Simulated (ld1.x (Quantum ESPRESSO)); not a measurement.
## An all-electron radial function and its pseudo partner (chlorine)

Columns: radius, all-electron u(r) and pseudo u(r) of the 3p shell (level -8.56 eV) of chlorine in the configuration [Ne] 3s2 3p5; revPBE, scalar-relativistic, RRKJ scheme, ld1.x (Quantum ESPRESSO) 7.5.

| r (bohr) | all-electron | pseudo |
| --- | --- | --- |
| 0.062 | 0.1010 | -0.0030 |
| 0.125 | 0.2461 | -0.0122 |
| 0.188 | 0.3361 | -0.0279 |
| 0.250 | 0.3583 | -0.0502 |
| 0.312 | 0.3259 | -0.0795 |
| 0.375 | 0.2540 | -0.1165 |
| 0.438 | 0.1580 | -0.1604 |
| 0.500 | 0.0519 | -0.2098 |
| 0.562 | -0.0574 | -0.2639 |
| 0.625 | -0.1658 | -0.3222 |
| 0.688 | -0.2678 | -0.3820 |
| 0.750 | -0.3595 | -0.4405 |
| 0.812 | -0.4418 | -0.4968 |
| 0.875 | -0.5153 | -0.5505 |
| 0.938 | -0.5787 | -0.5994 |
| 1.000 | -0.6314 | -0.6422 |
| 1.062 | -0.6747 | -0.6794 |
| 1.125 | -0.7099 | -0.7112 |
| 1.188 | -0.7367 | -0.7369 |
| 1.250 | -0.7559 | -0.7559 |
| 1.312 | -0.7686 | -0.7686 |
| 1.375 | -0.7756 | -0.7756 |
| 1.438 | -0.7775 | -0.7775 |
| 1.500 | -0.7751 | -0.7751 |
| 1.562 | -0.7690 | -0.7690 |
| 1.625 | -0.7596 | -0.7596 |

(1) How many radial nodes do the two functions have?

(2) At about which radius was the pseudo-wave matched?

(3) Where does each function peak?

(4) Is the pseudo-wave norm-conserving?

## Answers

(1) The all-electron 3p function has n − l − 1 = 1; the pseudo-wave has 0, since the states of the same l below it are removed with the core.

(2) 1.25 bohr, where the columns begin to agree (steps of 0.06 bohr).

(3) Outermost all-electron maximum near 1.44 bohr, pseudo maximum near 1.44 bohr (to the table’s step).

(4) Yes: the RRKJ scheme keeps the norm inside the radius equal to the all-electron one, which fixes the energy derivative of the logarithmic derivative at the level.
